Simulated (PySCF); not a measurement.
Correlation energy of Fe (iron, neutral)

[Ar] 3d8, high-spin 3F determinant (an excited configuration). All numbers are calculated (PySCF 2.14, the non-relativistic Hamiltonian (point nucleus), in dyall-av2z (16s12p7d2f, 101 functions)). Frozen: [Ar]; 8 electrons correlated; the 25 highest virtual orbitals of each spin left out.

| level | correlation energy (mhartree) |
| --- | --- |
| CCSD | -274.10 |
| (T) | -21.87 |
| CCSD(T) | -295.97 |

Diagnostics: T1 = 0.040, D1 = 0.0706, largest double amplitude 0.034.

Task: Is a single reference adequate?

Result: Largely. T1 is above 0.03 while the doubles stay small, so the singles mainly relax the orbitals.
